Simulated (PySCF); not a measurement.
A side-by-side comparison of computed properties.

First species: C3H4F2O2Si.
Geometry (GFN2-xTB, Å), atoms numbered from 1 in this order:
```
atom  x, y, z in Å
F1    -2.512   -1.007    1.284
C2    -1.838   -0.756    0.153
F3    -2.352   -1.580   -0.771
C4    -1.591    0.674   -0.227
C5    -0.291    0.396   -0.048
O6     0.852    0.972   -0.121
Si7    2.340    0.278    0.193
O8    -0.444   -0.952    0.316
H9    -2.203    1.498   -0.505
H10    2.543   -0.833   -0.729
H11    3.129    1.465   -0.096
H12    2.370   -0.155    1.585
```

Second species: C3H7FSSi.
SMILES: `C[SiH2]S/C=C/F`

Levels: wB97X-D/def2-SVPD for dipole moment, HOMO energy, LUMO energy, HOMO–LUMO gap, static isotropic polarisability and electronic spatial extent ⟨r²⟩ about the centre of nuclear charge; TDDFT wB97X-D/def2-SVPD for lowest singlet excitation; TDA wB97X-D/def2-SVPD for lowest triplet excitation (Tamm–Dancoff); GFN2-xTB for rotational constant A and rotational constant C. Geometries: GFN2-xTB. Each species is one conformer at its optimised geometry, gas phase, non-relativistic unless stated. Electronic properties by PySCF.

The conformers computed, where there is a choice (atom-mapped SMILES and torsion angles):
- `[F:1][C:2]1([F:3])[CH:4]=[C:5]([O:6][SiH3:7])[O:8]1`: C4–C5–O6–Si7 180°
- `[CH3:1][SiH2:2][S:3]/[CH:4]=[CH:5]/[F:6]`: C1–Si2–S3–C4 180°, Si2–S3–C4–C5 180°

Task: Which of the two has the higher HOMO energy, and by how much?

Result: The second: -8.14 eV against -8.88 eV, a difference of 0.74 eV.

Task: Which has the higher dipole moment?

Result: The first: 3.39 D against 2.54 D, a difference of 0.85 D.

Task: Which of the two has the higher rotational constant A, and by how much?

Result: The second: 8.951 GHz against 4.763 GHz, a difference of 4.188 GHz.

Task: Which has the higher LUMO energy?

Result: The second: 1.53 eV against 1.24 eV, a difference of 0.29 eV.

Task: Which of the two has the higher T1 energy, and by how much?

Result: The first: 4.27 eV against 3.91 eV, a difference of 0.36 eV.

Task: Which of the two has the higher ⟨r²⟩, and by how much?

Result: The second: 1394 bohr² against 1277 bohr², a difference of 117 bohr².

Task: Which has the higher S1 energy?

Result: The first: 6.26 eV against 5.29 eV, a difference of 0.97 eV.

Task: Which has the higher rotational constant C?

Result: The first: 0.877 GHz against 0.770 GHz, a difference of 0.107 GHz.

On the first: S1 lies 3.86 eV below the HOMO–LUMO gap; its leading configuration is HOMO→LUMO, weight 0.87.

On the second: The dipole equals about 8.5 × 10⁻³⁰ C·m (1 D = 3.33564 × 10⁻³⁰ C·m). The polarisability is 12.90 Å³ as a volume (1 au = 0.148185 Å³), or 1.36 au for each of the 64 electrons.
